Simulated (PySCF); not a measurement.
Computed properties of C3H10OSi2, SMILES C=C[SiH2]CO[SiH3]

C3H10OSi2, SMILES C=C[SiH2]CO[SiH3]. Coordinates come from a ωB97X-D3(BJ)/def2-SVP optimisation. This is a generated structure with no PubChem entry under its InChIKey; it may be hypothetical. Other conformers were not sampled. All values are computed for the isolated molecule unless a solvent is named; none is compared with measurement here.

**Structure.** All 42 harmonic modes at ωB97X-D3(BJ)/def2-SVP (PySCF) are real, so it is a minimum. With heavy atoms numbered as in [CH2:1]=[CH:2][SiH2:3][CH2:4][O:5][SiH3:6], the shortest bond between them is C1–C2 at 1.338 Å and the longest Si3–C4 at 1.897 Å.

**Vibrations.** The strongest infrared lines (harmonic, unscaled, degenerate partners summed) lie at 1000 cm⁻¹ (301 km/mol, H 88 %, Si 10 %), 904 cm⁻¹ (286 km/mol, H 74 %, Si 13 %, C 12 %), 1157 cm⁻¹ (199 km/mol, O 57 %, C 32 %, H 9 %). The softest mode is at 32 cm⁻¹ and the zero-point energy is 74.2 kcal/mol.

**Electronic structure.** ωB97X/def2-TZVP (PySCF) places the frontier levels at -10.12 and 1.67 eV, a gap of 11.79 eV, and gives a dipole moment of 0.92 D and a mean polarisability of 91.8 bohr³. PBE/def2-TZVP (PySCF) at the same geometry gives -6.57 and -1.49 eV, so its gap is 6.71 eV narrower. An orbital gap is neither the optical nor the fundamental gap.

**Excitations.** TDA-B3LYP/def2-SVPD (PySCF) has S1 at 6.32 eV (196 nm, f = 0.055, bright); the most intense of the 6 singlets computed lies at 7.17 eV (f = 0.12). T1 (TDA) is at 4.27 eV, 2.05 eV under S1. TDA-PBE/def2-SVPD (PySCF) puts S1 at 5.28 eV. No vertical singlet excitation falls in the visible range (under 3.1 eV).

**NMR.** GIAO shifts at B3LYP/pcSseg-1 (PySCF) (non-relativistic, atoms alike by connectivity averaged): ¹³C from 61.5 to 146.3 ppm against TMS; ¹H from 3.8 to 6.9 ppm against TMS; ²⁹Si from -37.7 to -29.6 ppm against TMS.
